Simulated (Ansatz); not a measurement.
BEt2Ph (C10H15B). Charge 0, multiplicity 1. Geometry PBE-D4/def2-SVP, basis def2-TZVP, Ansatz.

| run | HOMO (eV) | LUMO (eV) |
| --- | --- | --- |
| A | -7.05 | -1.15 |
| B | -6.24 | -1.82 |
| C | -6.06 | -2.05 |
| D | -6.84 | -1.33 |

B3LYP takes the VWN-RPA correlation.

Problem. The runs used B3LYP, PBE, PBE0, r2SCAN. Estimate which is which.

Solution. A PBE0 (25 % exact exchange); B r2SCAN (0 % exact exchange); C PBE (0 % exact exchange); D B3LYP (20 % exact exchange). Exact exchange lowers occupied and raises empty levels; among semilocal functionals meta-GGAs tend to open the gap a little, and such runs are hard to tell apart. The gap grows from 4.02 eV (PBE) to 5.90 eV (PBE0).
